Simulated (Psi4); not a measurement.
C₄H₆O₂ (SMILES C=CC(=O)OC), singlet, geometry from GFN2-xTB, atoms displaced at random by about 0.03 Å a coordinate; PBE/6-31G, gradient (Psi4 1.11).

The Psi4 input:
```
memory 2 GB

molecule mol {
0 1
C     2.456517   -0.404721    0.116621
C     1.173115   -0.872140   -0.085136
C     0.040892    0.086711   -0.001923
O     0.167567    1.290032    0.291594
O    -1.102804   -0.533662   -0.206430
C    -2.256348    0.271597   -0.136593
H     2.610490    0.614292    0.353487
H     3.283271   -1.141313    0.059755
H     0.947357   -1.867877   -0.262480
H    -2.334294    0.761769    0.899202
H    -2.251572    1.070462   -0.901936
H    -3.145932   -0.417495   -0.320395
symmetry c1
no_reorient
no_com
}

set {
  basis 6-31g
  reference rks
}

gradient('pbe')
print_variables()
```

Problem. What does Psi4 print? Leave out banner, timings and long lists.

Solution. 
```
gradient() will perform analytic gradient computation.

   => Loading Basis Set <=

    Name: 6-31G
    Role: ORBITAL
    Keyword: BASIS

         ---------------------------------------------------------
                                   SCF
               by Justin Turney, Rob Parrish, Andy Simmonett
                          and Daniel G. A. Smith
                              RKS Reference
         ---------------------------------------------------------

  ==> Geometry <==

    Molecular point group: c1
    Full point group: C1

    Geometry (in Angstrom), charge = 0, multiplicity = 1:

       Center              X                  Y                   Z               Mass
    ------------   -----------------  -----------------  -----------------  -----------------
         C            2.456517000000    -0.404721000000     0.116621000000    12.000000000000
         C            1.173115000000    -0.872140000000    -0.085136000000    12.000000000000
         C            0.040892000000     0.086711000000    -0.001923000000    12.000000000000
         O            0.167567000000     1.290032000000     0.291594000000    15.994914619570
         O           -1.102804000000    -0.533662000000    -0.206430000000    15.994914619570
         C           -2.256348000000     0.271597000000    -0.136593000000    12.000000000000
         H            2.610490000000     0.614292000000     0.353487000000     1.007825032230
         H            3.283271000000    -1.141313000000     0.059755000000     1.007825032230
         H            0.947357000000    -1.867877000000    -0.262480000000     1.007825032230
         H           -2.334294000000     0.761769000000     0.899202000000     1.007825032230
         H           -2.251572000000     1.070462000000    -0.901936000000     1.007825032230
         H           -3.145932000000    -0.417495000000    -0.320395000000     1.007825032230

  Running in c1 symmetry.

  Rotational constants: A =      0.33533  B =      0.07826  C =      0.06427 [cm^-1]
  Rotational constants: A =  10052.89470  B =   2346.28123  C =   1926.85294 [MHz]
  Nuclear repulsion =  227.120608429941086

  Charge       = 0
  Multiplicity = 1
  Electrons    = 46
  Nalpha       = 23
  Nbeta        = 23

  ==> Algorithm <==

  SCF Algorithm Type is DF.
  DIIS enabled.
  MOM disabled.
  Fractional occupation disabled.
  Guess Type is SAD.
  Energy threshold   = 1.00e-08
  Density threshold  = 1.00e-08
  Integral threshold = 1.00e-12

[...]
  @DF-RKS Final Energy:  -306.00285857047504
    Total Energy =                       -306.0028585704750412
[...]
    S. Lehtola, C. Steigemann, M. J. T. Oliveira, and M. A. L. Marques,  SoftwareX 7, 1–5 (2018) (10.1016/j.softx.2017.11.002)

   => Composite Functional: PBE <=

    PBE GGA Exchange-Correlation Functional

    J.P. Perdew et. al., Phys. Rev. Lett., 77(18), 3865-3868, 1996

    Deriv               =              1
    GGA                 =           TRUE
    Meta                =          FALSE

    Exchange Hybrid     =          FALSE
    MP2 Hybrid          =          FALSE

   => Exchange Functionals <=

    1.0000     XC_GGA_X_PBE

   => Correlation Functionals <=

    1.0000     XC_GGA_C_PBE

   => LibXC Density Thresholds  <==

    XC_GGA_C_PBE:  1.00E-12
    XC_GGA_X_PBE:  1.00E-15

   => Molecular Quadrature <=

    Radial Scheme          =       TREUTLER
    Pruning Scheme         =           NONE
    Nuclear Scheme         =       TREUTLER

    Blocking Scheme        =         OCTREE
    BS radius alpha        =              1
    Pruning alpha          =              1
    Radial Points          =             75
    Spherical Points       =            302
    Total Points           =         255126
    Total Blocks           =           1953
    Max Points             =            256
    Max Functions          =             64
    Weights Tolerance      =       1.00E-15

  -Total Gradient:
     Atom            X                  Y                   Z
    ------   -----------------  -----------------  -----------------
       1        0.030947080954     0.053076697639     0.011010051262
       2       -0.037706885724    -0.059724619734    -0.013036483806
       3       -0.063822633721    -0.001070465305    -0.012895187673
       4        0.005905905979    -0.015173078009     0.000622532938
       5        0.024327918653     0.035955265251     0.013452859574
       6        0.056947959537    -0.014895623933    -0.018196443631
       7       -0.007709466827    -0.024737127068    -0.003943195940
       8        0.002844206651    -0.012027804446    -0.001990239964
       9        0.008105810080     0.042410186997     0.009830707761
      10        0.000516835541     0.009615076751     0.023244998891
      11       -0.001415388268     0.001006111796    -0.002577451420
      12       -0.018951049072    -0.014466121986    -0.005533347991

  Variable Map:
  ----------------------------------------------------------------------------
[...]
  Array Variable Map:
  ----------------------------------------------------------------------------
[...]
[...]
```
